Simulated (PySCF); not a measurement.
C₄H₆OS, SMILES [C@H]1(S)CCC1=O. Atoms are numbered in the order given.

```xyz
12

O      0.0036    -1.9600     0.6674
C     -0.5300    -0.9325     0.3334
C     -1.8016    -0.5895    -0.4634
C     -1.1389     0.7703    -0.8193
C     -0.0760     0.5483     0.3038
S      1.6788     0.9543     0.1042
H     -2.0589    -1.2910    -1.2818
H     -2.6814    -0.4914     0.2065
H     -0.6657     0.7571    -1.8197
H     -1.7617     1.6788    -0.7238
H     -0.3923     1.0419     1.2483
H      1.9491    -0.0631    -0.7631
```

Geometry optimised at PBE-D3(BJ)/def2-SVP. The structure was generated by enumeration; whether it is a known compound was not checked. One conformer was computed; it need not be the lowest.

The numbers are results of SMD-PBE0/6-31G* (PySCF), not measurements.

Solvation free energies are E(SMD) − E(gas) at the gas-phase geometry, for 1 M in both phases. In vacuum the dipole moment is 3.05 D.

Computed solvation free energies in water, acetone, N,N-dimethylformamide:
```
solvent                ΔG(solv) (kcal/mol)  its non-electrostatic (CDS) part  dipole (D)
---------------------  -------------------  --------------------------------  ----------
water                                 -5.8                               3.0        4.23
acetone                               -9.4                              -3.1        3.88
N,N-dimethylformamide                 -9.3                              -2.9        3.89
```
